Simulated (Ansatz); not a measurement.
The first iterations of a band of CH₇NOSSi (12 atoms, charge 0, multiplicity 1).

All numbers below come from RKS r2SCAN/STO-3G in Ansatz 0.2.0.

| Item | Value |
| --- | --- |
| movable images | 5 |
| climbing image | yes |
| spring | 5.0 eV/Å² |
| optimiser | quadratic models (default) |
| start path | through a guess of the saddle point |
| force threshold | 0.05 eV/Å |
| iteration limit | 60 |
| end points | relaxed |

Image 0:

```xyz
12
Properties=species:S:1:pos:R:3
C -1.857 1.128 -0.487
S -1.453 -0.475 0.290
Si 0.667 -0.333 0.029
N 1.593 -1.793 0.429
O 1.170 0.920 1.083
H -1.532 1.182 -1.539
H -2.949 1.252 -0.467
H -1.412 1.979 0.052
H 0.999 -0.052 -1.364
H 1.421 -2.537 -0.292
H 1.244 -2.225 1.319
H 2.186 0.899 0.981
```

Image 6:

```xyz
12
Properties=species:S:1:pos:R:3
C -1.909 0.715 -0.644
S -1.109 0.753 0.997
Si 0.850 0.190 0.350
N 1.246 -1.526 0.109
O 1.863 0.728 1.621
H -1.961 -0.300 -1.071
H -2.939 1.078 -0.530
H -1.403 1.364 -1.377
H 1.121 0.792 -0.951
H 0.833 -1.874 -0.792
H 0.788 -2.127 0.838
H 2.696 0.153 1.483
```

| iteration | highest image above the first end (eV) | largest band force component (eV/Å) |
| --- | --- | --- |
| 1 | 0.683 | 3.738 |
| 2 | 0.150 | 1.392 |

Question: Does the band converge within its limit, and where does its top end?

Answer: The run converged. It ended after 8 iterations with the highest image 0.000 eV above the first end. The highest image is an end point: on this band no image between the ends rises above it. Limits of this set-up: minimal basis.

Run time: 120 s on 1 thread of Intel(R) Xeon(R) Platinum 8488C (Sapphire Rapids), with other jobs on the host, peak memory 0.14 GiB.
